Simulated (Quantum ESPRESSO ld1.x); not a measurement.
Problem. Species: W L. Configuration: [Ar] 3d7 (the NIST ground configuration). All-electron calculation, scalar-relativistic Kohn-Sham, LDA (Slater exchange, VWN5 correlation), spin-polarised, spherical densities, point nucleus; open shells are filled with parallel spins first. Program: ld1.x of Quantum ESPRESSO 7.5. Some entries of the table are withheld. Estimate them.

| orbital | occ. | eigenvalue (eV) | <1/r> (bohr^-1) |
|---|---|---|---|
| 1s up | 1 | -72298.6 | 87.06 |
| 1s down | 1 | -72298.1 | 87.06 |
| 2s up | 1 | -14788.0 | 20.43 |
| 2s down | 1 | -14774.2 | 20.44 |
| 2p up | 3 | -13297.4 | (1) |
| 2p down | 3 | -13286.2 | (2) |
| 3s up | 1 | -5327.04 | 7.856 |
| 3s down | 1 | -5312.11 | 7.843 |
| 3p up | 3 | -4883.54 | 7.289 |
| 3p down | 3 | -4868.57 | 7.275 |
| 3d up | 5 | -4417.46 | 6.895 |
| 3d down | 2 | -4399.13 | 6.886 |

Solution. 
(1) 2p up <1/r> (bohr^-1): 18.51
(2) 2p down <1/r> (bohr^-1): 18.52
